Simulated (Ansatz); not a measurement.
## Match the barriers

Saddle point of BNH₄Cl₃F, closed shell (BCl₃ ([Cl][B]([Cl])[Cl]) + NH₃ + HF → BNH₂Cl₂ ([NH2][B]([Cl])[Cl]) + HCl + HF; bonds formed: Cl2–H7, H5–F8; dative contacts that become bonds: B1–N6; bonds broken: B1–Cl2, H5–N6, H7–F8), PBE0-D4/def2-TZVP structure:

B1  (-0.762, -0.303, -0.719)
Cl2  (0.875, 1.382, -1.378)
Cl3  (-0.334, -1.590, -1.848)
Cl4  (-2.242, 0.625, -0.972)
H5  (0.789, 0.135, 1.005)
N6  (-0.335, -0.510, 0.698)
H7  (1.487, 1.199, -0.133)
F8  (1.702, 0.733, 1.112)
H9  (-0.142, -1.489, 0.883)
H10  (-1.036, -0.180, 1.353)
(Å)

Ansatz 0.2.0; basis: def2-TZVPP, with def2-QZVPP for the basis limit; cores frozen in the correlated methods. Extrapolation: Hartree–Fock as exp(−7.88 √X), correlation as X^−2.97. Four methods, as single points on the PBE0-D4 structures, gave these electronic barriers from the start structure: 21.77, 26.78, 30.80, 38.61 kcal/mol.

(1) The methods were, in alphabetical order, BHLYP-D4, BLYP-D4, HF, PBE0-D4. Which gave which? (Judge from chemistry; the calculation decides.)

No T1 diagnostic of these runs exceeds 0.011.

Results:

(1) By the calculation: BLYP-D4 21.77; PBE0-D4 26.78; BHLYP-D4 30.80; HF 38.61 kcal/mol. For comparison, CCSD(T) at an estimated basis limit (MP2 extrapolated from triple and quadruple zeta, plus CCSD(T) − MP2 in triple zeta) gives 31.30 kcal/mol.

Labels in which every atom is bracketed show which atoms are joined, not bond orders.

For scale, one of the runs: CCSD(T)/def2-TZVPP, 275 basis functions, launched by `ansatz run in.yaml --threads 8 --pin off --events-out ev --progress --plain --max-ram 19148MiB`. The run took 3.9 min on 8 CPU threads of an Arm Neoverse V1 (shared host), with 7.5 GiB of host memory at its peak.
